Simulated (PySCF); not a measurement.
C3H7S, SMILES C[C](C)S, multiplicity 2. Geometry: B3LYP-D3(BJ)/def2-SVP. The isomer is the one that the SMILES or the coordinates give; other isomers of the formula were not compared. One conformer was computed; it need not be the lowest.

The numbers are results of B3LYP-D3(BJ)/def2-SVP run with PySCF, not measurements.

Harmonic wavenumbers (cm⁻¹): 149, 155, 222, 256, 320, 350, 628, 906, 945, 954, 980, 1043, 1204, 1277, 1383, 1397, 1440, 1448, 1451, 1462, 2654, 2948, 2954, 3046, 3050, 3096, 3104. Rotational constants (GHz): 8.041, 4.631, 3.069; symmetry number 1.

Task: Work out the zero-point energy and the ideal-gas rigid-rotor harmonic-oscillator thermochemistry at 298.15 K and 1 atm.

Result: ZPE = ½ Σ hcν = ½ × 38823 cm⁻¹ = 232.21 kJ/mol. H − E(el) = 251.24 kJ/mol. Entropy in J/(mol K): translation 162.62, rotation 106.46, vibration 52.36, spin 5.76, total 327.21. G − E(el) = 153.68 kJ/mol. Cp = 94.25 J/(mol K). Modes under 150 cm⁻¹ make the vibrational entropy uncertain.
